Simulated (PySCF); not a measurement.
Choosing a molecule for a target property.

Each SMILES stands for a single optimised conformer of the isolated species, non-relativistic unless stated. Electronic properties by PySCF.

Dipoles, sizes and rotational constants follow the conformer. The torsions of the flexible species, by atom-mapped SMILES:
- `[OH:1][Si@@H:2]([SiH3:3])[O:4][SiH3:5]`: O1–Si2–O4–Si5 -155°, H–O1–Si2–Si3 -166°
- `[F:1][C@H:2]([Cl:3])[CH:4]=[C:5]1[CH2:6][CH:7]([F:8])[CH2:9]1`: F1–C2–C4–C5 26°
- `[CH2:1]=[C:2]([CH3:3])[P@@:4]([CH3:5])(=[O:6])[CH2:7][CH2:8][CH3:9]`: C1–C2–P4–C5 56°, C2–P4–C7–C8 -176°, P4–C7–C8–C9 175°
- `[CH3:1][C:2](=[O:3])[CH2:4][PH:5][CH2:6][CH:7]([CH3:8])[CH3:9]`: C1–C2–C4–P5 121°, C2–C4–P5–C6 -52°, C4–P5–C6–C7 -176°, P5–C6–C7–C8 -60°
- `[CH2:1]=[CH:2][P:3]([CH2:4][O:5][CH3:6])[CH:7]([CH3:8])[CH3:9]`: C1–C2–P3–C4 -142°, C2–P3–C4–O5 -55°, P3–C4–O5–C6 180°, C2–P3–C7–C8 166°

(1) Wanted: dipole moment between 1.8 D and 2.3 D (PBE0/pcSseg-1) and HOMO–LUMO gap below 7.4 eV (PBE0/pcSseg-1), at GFN2-xTB geometries. Which candidate meets both?
A. `FC1CC(=C[C@H](F)Cl)C1`
B. `C=CP(COC)C(C)C`
C. `O[Si@@H]([SiH3])O[SiH3]`
D. `C(CC#CC)#C`
E. `CC(=O)CPCC(C)C`
F. `CC([P@](=O)(C)CCC)=C`

Answers

(1) A. Computed values:
| species | dipole moment | HOMO–LUMO gap |
| --- | --- | --- |
| C(CC#CC)#C | 0.81 D | 8.30 eV |
| O[Si@@H]([SiH3])O[SiH3] | 1.32 D | 7.83 eV |
| C=CP(COC)C(C)C | 1.63 D | 6.64 eV |
| FC1CC(=C[C@H](F)Cl)C1 | 1.96 D | 6.76 eV |
| CC(=O)CPCC(C)C | 2.63 D | 6.26 eV |
| CC([P@](=O)(C)CCC)=C | 3.53 D | 6.95 eV |
